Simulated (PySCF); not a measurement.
PySCF input for C4H9O, SMILES CC([O])(C)C, multiplicity 2, TDA-PBE/def2-SVPD. Geometry: PBE0-D3(BJ)/def2-SVP. The isomer is the one that the SMILES or the coordinates give; other isomers of the formula were not compared.

```python
import numpy as np
from pyscf import gto, scf, dft, tdscf

mol = gto.M(
    atom='''
    C    -0.57971893   -1.37490078    0.00000037
    C     0.08189410    0.02369740   -0.00000001
    C    -0.31037746    0.78875619   -1.26786579
    C    -0.31037747    0.78875687    1.26786535
    O     1.42029945   -0.26738706    0.00000008
    H    -1.67208571   -1.24485976    0.00000033
    H    -0.28428284   -1.94038599    0.89452820
    H    -0.28428283   -1.94038646   -0.89452717
    H    -1.39495061    0.97227193   -1.30515714
    H     0.20309770    1.76159205   -1.29506044
    H    -0.01327988    0.21957004   -2.16038092
    H    -0.01327992    0.21957121    2.16038080
    H    -1.39495062    0.97227263    1.30515661
    H     0.20309768    1.76159274    1.29505949
    ''',
    basis='def2-SVPD',
    charge=0,
    spin=1,
    max_memory=1600,
    verbose=4,
)
mf = dft.UKS(mol, xc='pbe').density_fit(auxbasis='def2-universal-jkfit')
mf.grids.level = 3
mf.conv_tol = 1e-9
mf.max_cycle = 100
mf.kernel()
fine, coarse = mf.grids, dft.Grids(mol).set(level=1).build(with_non0tab=True)
for _ in range(3):  # follow internal instabilities
    mf.grids = coarse
    mo, _, stable, _ = mf.stability(return_status=True, nroots=4)
    mf.grids = fine
    if stable:
        break
    mf.kernel(mf.make_rdm1(mo, mf.mo_occ))
mf.grids = dft.Grids(mol).set(level=1).build(with_non0tab=True)  # coarser grid for the response kernel
td = tdscf.TDA(mf)
td.nstates = 10
td.conv_tol = 1e-4
td.positive_eig_threshold = 1e-6
td.kernel(x0=td.get_init_guess(mf, 15))
td.analyze()
```

It prints:

```
PySCF version 2.14.0

[INPUT] verbose = 4
[INPUT] num. atoms = 14
[INPUT] num. electrons = 41
[INPUT] charge = 0
[INPUT] spin (= nelec alpha-beta = 2S) = 1
[INPUT] symmetry False subgroup None
[INPUT] Mole.unit = angstrom
[INPUT] Symbol           X                Y                Z      unit          X                Y                Z       unit  Magmom
[INPUT]  1 C     -0.579718930000  -1.374900780000   0.000000370000 AA   -1.095510006926  -2.598185922651   0.000000699199 Bohr   0.0
[INPUT]  2 C      0.081894100000   0.023697400000  -0.000000010000 AA    0.154757420218   0.044781595864  -0.000000018897 Bohr   0.0
[INPUT]  3 C     -0.310377460000   0.788756190000  -1.267865790000 AA   -0.586528394638   1.490533178155  -2.395919105805 Bohr   0.0
[INPUT]  4 C     -0.310377470000   0.788756870000   1.267865350000 AA   -0.586528413535   1.490534463169   2.395918274326 Bohr   0.0
[INPUT]  5 O      1.420299450000  -0.267387060000   0.000000080000 AA    2.683976975370  -0.505288312653   0.000000151178 Bohr   0.0
[INPUT]  6 H     -1.672085710000  -1.244859760000   0.000000330000 AA   -3.159784048699  -2.352444009892   0.000000623610 Bohr   0.0
[INPUT]  7 H     -0.284282840000  -1.940385990000   0.894528200000 AA   -0.537216709514  -3.666798097043   1.690413308700 Bohr   0.0
[INPUT]  8 H     -0.284282830000  -1.940386460000  -0.894527170000 AA   -0.537216690616  -3.666798985214  -1.690411362282 Bohr   0.0
[INPUT]  9 H     -1.394950610000   0.972271930000  -1.305157140000 AA   -2.636074610195   1.837327666302  -2.466389544121 Bohr   0.0
[INPUT] 10 H      0.203097700000   1.761592050000  -1.295060440000 AA    0.383799029529   3.328926517711  -2.447309546359 Bohr   0.0
[INPUT] 11 H     -0.013279880000   0.219570040000  -2.160380920000 AA   -0.025095336167   0.414927240760  -4.082528263536 Bohr   0.0
[INPUT] 12 H     -0.013279920000   0.219571210000   2.160380800000 AA   -0.025095411756   0.414929451739   4.082528036769 Bohr   0.0
[INPUT] 13 H     -1.394950620000   0.972272630000   1.305156610000 AA   -2.636074629092   1.837328989111   2.466388542566 Bohr   0.0
[INPUT] 14 H      0.203097680000   1.761592740000   1.295059490000 AA    0.383798991735   3.328927821622   2.447307751119 Bohr   0.0

nuclear repulsion = 189.474957396502
number of shells = 77
number of NR pGTOs = 243
number of NR cGTOs = 175
basis = def2-SVPD
ecp = {}


[settings echo left out]
init E= -232.58902412123
  alpha nocc = 21  HOMO = -0.320661732002137  LUMO = -0.0251837439125611
  beta  nocc = 20  HOMO = -0.329890029527347  LUMO = -0.320661732002141

WARN: HOMO -0.320661732002137 >= LUMO -0.320661732002141

cycle= 1 E= -232.423580741341  delta_E= 0.165  |g|= 0.477  |ddm|= 4.92
  alpha nocc = 21  HOMO = -0.047668786965283  LUMO = 0.00756931574436459
  beta  nocc = 20  HOMO = -0.0373016025638151  LUMO = -0.0323089786313835
  HOMO = -0.0373016025638  LUMO = -0.0323089786314  gap/eV = 0.13586
cycle= 2 E= -232.075802313932  delta_E= 0.348  |g|=    1  |ddm|= 2.46
  alpha nocc = 21  HOMO = -0.229534416679885  LUMO = 0.00107357133442676
  beta  nocc = 20  HOMO = -0.217206726736713  LUMO = -0.201043922296183
  HOMO = -0.217206726737  LUMO = -0.201043922296  gap/eV = 0.43981
cycle= 3 E= -232.528171991452  delta_E= -0.452  |g|= 0.165  |ddm|= 1.87
  alpha nocc = 21  HOMO = -0.219140282107627  LUMO = -0.00571771882114502
  beta  nocc = 20  HOMO = -0.204862816217516  LUMO = -0.186439818403474
  HOMO = -0.204862816218  LUMO = -0.186439818403  gap/eV = 0.50132
cycle= 4 E= -232.53834168503  delta_E= -0.0102  |g|= 0.0888  |ddm|= 0.341
  alpha nocc = 21  HOMO = -0.22394117381453  LUMO = -0.00305289568838019
  beta  nocc = 20  HOMO = -0.208404609453943  LUMO = -0.185891756643433
  HOMO = -0.208404609454  LUMO = -0.185891756643  gap/eV = 0.61261
cycle= 5 E= -232.541869457551  delta_E= -0.00353  |g|= 0.0164  |ddm|= 0.146
  alpha nocc = 21  HOMO = -0.227611860236716  LUMO = -0.00342444705583311
  beta  nocc = 20  HOMO = -0.211759750129879  LUMO = -0.188754267526065
  HOMO = -0.21175975013  LUMO = -0.188754267526  gap/eV = 0.62601
cycle= 6 E= -232.541983343928  delta_E= -0.000114  |g|= 0.00723  |ddm|= 0.0417
  alpha nocc = 21  HOMO = -0.227461239656658  LUMO = -0.00338834296135948
  beta  nocc = 20  HOMO = -0.211369995435707  LUMO = -0.187873270913525
  HOMO = -0.211369995436  LUMO = -0.187873270914  gap/eV = 0.63938
cycle= 7 E= -232.542007152047  delta_E= -2.38e-05  |g|= 0.00121  |ddm|= 0.0109
  alpha nocc = 21  HOMO = -0.227722574833318  LUMO = -0.00336345321798293
  beta  nocc = 20  HOMO = -0.211545529470544  LUMO = -0.187936772736458
  HOMO = -0.211545529471  LUMO = -0.187936772736  gap/eV = 0.64243
cycle= 8 E= -232.54200794815  delta_E= -7.96e-07  |g|= 0.00024  |ddm|= 0.00355
  alpha nocc = 21  HOMO = -0.227716841835107  LUMO = -0.00337115363742146
  beta  nocc = 20  HOMO = -0.211523253422384  LUMO = -0.187923030250793
  HOMO = -0.211523253422  LUMO = -0.187923030251  gap/eV = 0.64219
cycle= 9 E= -232.542007979026  delta_E= -3.09e-08  |g|= 0.000103  |ddm|= 0.000767
  alpha nocc = 21  HOMO = -0.227722250481629  LUMO = -0.00336809605545829
  beta  nocc = 20  HOMO = -0.211519621563697  LUMO = -0.187916909270749
  HOMO = -0.211519621564  LUMO = -0.187916909271  gap/eV = 0.64226
cycle= 10 E= -232.542007983585  delta_E= -4.56e-09  |g|= 5.25e-05  |ddm|= 0.000253
  alpha nocc = 21  HOMO = -0.227718249857721  LUMO = -0.00336752410857866
  beta  nocc = 20  HOMO = -0.211514652721203  LUMO = -0.187916140560396
  HOMO = -0.211514652721  LUMO = -0.18791614056  gap/eV = 0.64215
cycle= 11 E= -232.542007985024  delta_E= -1.44e-09  |g|= 1.39e-05  |ddm|= 0.000105
  alpha nocc = 21  HOMO = -0.22772071762282  LUMO = -0.00336803682097031
  beta  nocc = 20  HOMO = -0.211516376567359  LUMO = -0.187917114187543
  HOMO = -0.211516376567  LUMO = -0.187917114188  gap/eV = 0.64217
cycle= 12 E= -232.542007985123  delta_E= -9.89e-11  |g|= 2.45e-06  |ddm|= 2.6e-05
  alpha nocc = 21  HOMO = -0.227720164428749  LUMO = -0.00336801725788671
  beta  nocc = 20  HOMO = -0.211515759611955  LUMO = -0.18791671332122
  HOMO = -0.211515759612  LUMO = -0.187916713321  gap/eV = 0.64216
Extra cycle  E= -232.542007985121  delta_E= 1.88e-12  |g|= 3.77e-06  |ddm|= 7.77e-06
converged SCF energy = -232.542007985121  <S^2> = 0.75230316  2S+1 = 2.0023018
tot grids = 48152
uhf_internal: lowest eigs of H = [0.66808838 0.66845987 0.67217233 0.67292787]
<class 'pyscf.df.df_jk.DFUKS'> wavefunction is stable in the internal stability analysis
tot grids = 48152
Overwritten attributes  positive_eig_threshold  of <class 'pyscf.tdscf.uks.TDA'>


******** <class 'pyscf.tdscf.uks.TDA'> for <class 'pyscf.df.df_jk.DFUKS'> ********
nstates = 10
deg_eia_thresh = 1.000e-03
wfnsym = None
conv_tol = 0.0001
eigh lindep = 1e-12
eigh level_shift = 0
eigh max_cycle = 100


Excitation energies (eV)
[0.45738106 3.50603314 3.65165089 3.78057707 3.92730821 4.66725752
 4.91436904 5.65224715 6.0512384  6.07100901]

** Excitation energies and oscillator strengths **
Excited State   1:      0.45738 eV   2710.74 nm  f=0.0003
      20b ->   21b      0.99860
Excited State   2:      3.50603 eV    353.63 nm  f=0.0001
      18b ->   21b      0.99931
Excited State   3:      3.65165 eV    339.53 nm  f=0.0034
      17b ->   21b      0.47753
      19b ->   21b      0.86514
Excited State   4:      3.78058 eV    327.95 nm  f=0.0046
      17b ->   21b      0.87563
      19b ->   21b     -0.46720
Excited State   5:      3.92731 eV    315.70 nm  f=0.0011
      16b ->   21b      0.99964
Excited State   6:      4.66726 eV    265.65 nm  f=0.0014
      15b ->   21b      0.99920
Excited State   7:      4.91437 eV    252.29 nm  f=0.0209
      12b ->   21b     -0.12343
      14b ->   21b      0.97834
Excited State   8:      5.65225 eV    219.35 nm  f=0.0095
      20b ->   22b     -0.99710
Excited State   9:      6.05124 eV    204.89 nm  f=0.0017
      12b ->   21b      0.51105
      13b ->   21b     -0.85685
Excited State  10:      6.07101 eV    204.22 nm  f=0.0132
      21a ->   22a      0.99669

** Transition electric dipole moments (AU) **
state          X           Y           Z        Dip. S.      Osc.
  1        -0.0000      0.0000      0.1508      0.0228      0.0003
  2        -0.0000     -0.0000      0.0335      0.0011      0.0001
  3        -0.1878     -0.0482      0.0000      0.0376      0.0034
  4         0.1710     -0.1439      0.0000      0.0499      0.0046
  5         0.0000      0.0000      0.1058      0.0112      0.0011
  6         0.0000     -0.0000     -0.1114      0.0124      0.0014
  7        -0.4110     -0.0661      0.0000      0.1733      0.0209
  8        -0.0000      0.0000      0.2620      0.0687      0.0095
  9        -0.0024     -0.1072      0.0000      0.0115      0.0017
 10         0.0000     -0.0000     -0.2974      0.0884      0.0132

** Transition velocity dipole moments (imaginary part, AU) **
state          X           Y           Z        Dip. S.      Osc.
  1        -0.0000     -0.0000     -0.0092      0.0001      0.0034
  2         0.0000     -0.0000     -0.0007      0.0000      0.0000
  3         0.0346     -0.0114      0.0000      0.0013      0.0066
  4        -0.0290     -0.0045      0.0000      0.0009      0.0041
  5        -0.0000     -0.0000     -0.0141      0.0002      0.0009
  6        -0.0000      0.0000      0.0084      0.0001      0.0003
  7         0.0157     -0.0002      0.0000      0.0002      0.0009
  8        -0.0000      0.0000      0.0488      0.0024      0.0077
  9        -0.0025      0.0150     -0.0000      0.0002      0.0007
 10         0.0000     -0.0000     -0.0606      0.0037      0.0110

** Transition magnetic dipole moments (imaginary part, AU) **
state          X           Y           Z
  1         0.8410     -0.2012      0.0000
  2         0.0989      0.1284     -0.0000
  3        -0.0000     -0.0000     -0.4183
  4         0.0000     -0.0000     -0.5925
  5         0.0034     -0.1306     -0.0000
  6         0.0960     -0.0004      0.0000
  7         0.0000     -0.0000     -0.0835
  8         0.0437      0.3093     -0.0000
  9        -0.0000      0.0000      0.5381
 10        -0.0407     -0.3434      0.0000
```

The run converged.

Cost: around 4 core-minutes (rough).
